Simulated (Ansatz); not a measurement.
Ansatz (a quantum-chemistry and plane-wave program) input file for HTe, SMILES [TeH], multiplicity 2, PBE-D3(BJ)/def2-TZVPD. 

Ansatz 0.2 input:
```yaml
crystal:
  periodic: [false, false, false]
  atoms:
    - {symbol: Te, position_ang: [0.00000000, 0.00000000, -0.03129715]}
    - {symbol: H, position_ang: [0.00000000, 0.00000000, 1.62745181]}
basis:
  gaussian:
    orbitals: def2-TZVPD
hamiltonian:
  xc: pbe
  dispersion: d3bj
magnetization: {spin_polarized: true, initial_magnetization: 1}
relax: {f_tol: 0.002, max_steps: 200}
```

Program output:

```
WARN ansatz: RAYON_NUM_THREADS=1 ignored (pool sized by the plan → 1); use --threads N
Functional definition: PBE
integrals: 0.01 GiB planned
500 factors; their error is unknown
mean field: 0.16 GiB planned
mean field evaluation 1: about -7308.1735 eV, gradient 6.7e0 eV
mean field evaluation 2: about -7307.9234 eV, gradient 1.0e1 eV
mean field evaluation 4: about -7308.4993 eV, gradient 1.4e0 eV
mean field evaluation 8: about -7308.5064 eV, gradient 3.5e-2 eV
mean field evaluation 16: about -7308.3031 eV, gradient 5.6e0 eV
mean field -7308.50639289 eV, -268.5826560553 hartree, gradient 4.5e-5 eV, S^2 0.752758; 1 other end points of the search recorded, 0 dependent functions left out
the calculation of the forces begins
reference -7308.50643167 eV, -268.5826574804 hartree; 13, 12 occupied and 55, 56 virtual orbitals, 500 factors
relax step   1: F+E_penalty+E_count = -7308.51956871 eV  Δ(F+E_penalty+E_count) = +0.000e0 eV  max|allowed force component| = 2.550e-1 eV/Å  Δτ_max = 0.0000 Å  (51 SCF iters, accepted)
these checks for a lower state are left out or cut short: starts, cluster_reference, orbital_swaps, neighbouring_geometries, increment
integrals: 0.01 GiB planned
500 factors; their error is unknown
mean field: 0.16 GiB planned
mean field evaluation 32: about -7308.5080 eV, gradient 2.1e-5 eV
mean field -7308.50798961 eV, -268.5827147336 hartree, gradient 2.1e-5 eV, S^2 0.752800; 0 other end points of the search recorded, 0 dependent functions left out
the calculation of the forces begins
reference -7308.50802834 eV, -268.5827161570 hartree; 13, 12 occupied and 55, 56 virtual orbitals, 500 factors
relax step   2: F+E_penalty+E_count = -7308.52116575 eV  Δ(F+E_penalty+E_count) = -1.597e-3 eV  max|allowed force component| = 1.068e-1 eV/Å  Δτ_max = 0.0112 Å  (31 SCF iters, accepted)
these checks for a lower state are left out or cut short: starts, cluster_reference, orbital_swaps, neighbouring_geometries, increment
integrals: 0.01 GiB planned
500 factors; their error is unknown
mean field: 0.16 GiB planned
mean field -7308.50835828 eV, -268.5827282820 hartree, gradient 1.9e-5 eV, S^2 0.752787; 0 other end points of the search recorded, 0 dependent functions left out
the calculation of the forces begins
reference -7308.50839703 eV, -268.5827297059 hartree; 13, 12 occupied and 55, 56 virtual orbitals, 500 factors
relax step   3: F+E_penalty+E_count = -7308.52153417 eV  Δ(F+E_penalty+E_count) = -3.684e-4 eV  max|allowed force component| = 2.034e-3 eV/Å  Δτ_max = 0.0035 Å  (32 SCF iters, accepted)
these checks for a lower state are left out or cut short: starts, cluster_reference, orbital_swaps, neighbouring_geometries, increment
integrals: 0.01 GiB planned
500 factors; their error is unknown
mean field: 0.16 GiB planned
mean field -7308.50835841 eV, -268.5827282867 hartree, gradient 1.0e-5 eV, S^2 0.752787; 0 other end points of the search recorded, 0 dependent functions left out
the calculation of the forces begins
reference -7308.50839716 eV, -268.5827297106 hartree; 13, 12 occupied and 55, 56 virtual orbitals, 500 factors
relax step   4: F+E_penalty+E_count = -7308.52153430 eV  Δ(F+E_penalty+E_count) = -1.310e-7 eV  max|allowed force component| = 3.519e-6 eV/Å  Δτ_max = 0.0001 Å  (20 SCF iters, accepted)
integrals: 0.01 GiB planned
500 factors; their error is unknown
mean field: 0.16 GiB planned
mean field evaluation 64: about -7308.5102 eV, gradient 1.5e-1 eV
mean field -7308.50835841 eV, -268.5827282867 hartree, gradient 1.3e-5 eV, S^2 0.752787; 2 other end points of the search recorded, 0 dependent functions left out
the calculation of the forces begins
reference -7308.50839716 eV, -268.5827297106 hartree; 13, 12 occupied and 55, 56 virtual orbitals, 500 factors
Total energy: -7308.52157305 eV, -268.5832139157 hartree
Atom 0 at     0.000000    -0.000000    -0.039096 Å, force     0.000000    -0.000000    -0.000004 eV/Å
Atom 1 at    -0.000000     0.000000     1.635250 Å, force    -0.000000     0.000000     0.000004 eV/Å
Dipole moment:     0.000000    -0.000000     0.013251 e Å
```

The run converged.

Cost: roughly 2.5 core-seconds.
